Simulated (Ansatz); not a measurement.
Isolated molecules relaxed with PBE0-D4/def2-TZVP in Ansatz; ΔE leaves out vibrations. CCSD(T)/CBS adds triple-zeta CCSD(T) − MP2 to the extrapolated MP2 energy (def2 sets, frozen cores). This one scheme is used for every species. Each species was taken in one conformer, which may not be the lowest.

Consider the ligand exchange at a B–F bond: `COB(F)S` + silanol → `COB(S)O[SiH3]` + H–F.

```tsv
species	CCSD(T)/CBS(def2) energy (Eh)
`COB(F)S`	-638.12533
`O[SiH3]`	-366.69042
`COB(S)O[SiH3]`	-904.41731
H–F	-100.39570
```

(1) Work out ΔE.

Largest T1 diagnostic among the species: 0.012.

## Answers

(1) ΔE = (-904.41731) + (-100.39570) − (-638.12533) − (-366.69042) = 0.00274 Eh = +7.2 kJ/mol.

From PBE to PBE0 (25 % exact exchange), in def2-TZVPP and without D4, ΔE moves by −3.1 kJ/mol. The D4 term adds −12.4 kJ/mol with B3LYP and −7.1 kJ/mol with PBE0; it sums over pairs of atoms, weighted by their polarisabilities, and B3LYP, whose exchange is more repulsive, gets the larger term.

B3LYP here is the variant with VWN-RPA as its local correlation; programs differ in this.
